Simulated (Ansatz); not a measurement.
`C=CCS` + `OB(O)O` → `C=COB(O)O` + CH₃SH  (substitution at a C–C bond)

Gas-phase electronic energies from Ansatz, PBE0-D4/def2-TZVP geometries. CCSD(T)/CBS adds triple-zeta CCSD(T) − MP2 to the extrapolated MP2 energy (def2 sets, frozen cores). This one scheme is used for every species. Each species was taken in one conformer, which may not be the lowest.

`C=CCS`:

```xyz
10

C     0.051   -1.404   -0.917
C     0.389   -0.213   -0.446
C    -0.080    0.341    0.852
S    -1.115    1.830    0.671
H    -0.612   -2.064   -0.365
H     0.419   -1.762   -1.871
H     1.051    0.427   -1.027
H    -0.713   -0.378    1.374
H     0.756    0.584    1.512
H    -0.146    2.640    0.215
```

`OB(O)O`:

Cartesian coordinates in Å:
```
O -0.204 -0.095 -1.347
B 0.000 0.000 0.000
O -1.029 0.361 0.823
O 1.233 -0.266 0.524
H -1.108 0.116 -1.593
H -0.762 0.393 1.744
H 1.870 -0.508 -0.152
```

`C=COB(O)O`:

```xyz
11

C    -1.088   -1.533    1.322
C    -0.768   -0.450    0.634
O     0.401   -0.360   -0.056
B     0.749    0.760   -0.771
O     1.938    0.772   -1.437
O    -0.078    1.840   -0.813
H    -2.026   -1.568    1.857
H    -0.430   -2.393    1.362
H    -1.407    0.426    0.576
H     2.426   -0.047   -1.328
H     0.284    2.551   -1.345
```

CH₃SH:

Z-matrix (Å, degrees):
```
C
S 1 1.806
H 1 1.089 2 111.5
H 1 1.089 2 111.5 3 -123.8
H 1 1.090 2 106.2 3 118.1
H 2 1.342 1 97.1 3 61.9
```

| species | SCS-MP2/def2-QZVPP energy (Eh) |
| --- | --- |
| `C=CCS` | -515.40627 |
| `OB(O)O` | -252.19181 |
| `C=COB(O)O` | -329.41843 |
| CH₃SH | -438.16463 |

(1) Work out ΔE.

Largest T1 diagnostic among the species: 0.012.

Answers

(1) ΔE = (-329.41843) + (-438.16463) − (-515.40627) − (-252.19181) = 0.01502 Eh = +39.4 kJ/mol. CCSD(T)/CBS gives +38.3 kJ/mol.

In def2-TZVPP, CCSD(T) changes the Hartree–Fock value by +10.2 kJ/mol (the triples alone add +0.7 kJ/mol) and MP2 by +16.2 kJ/mol.
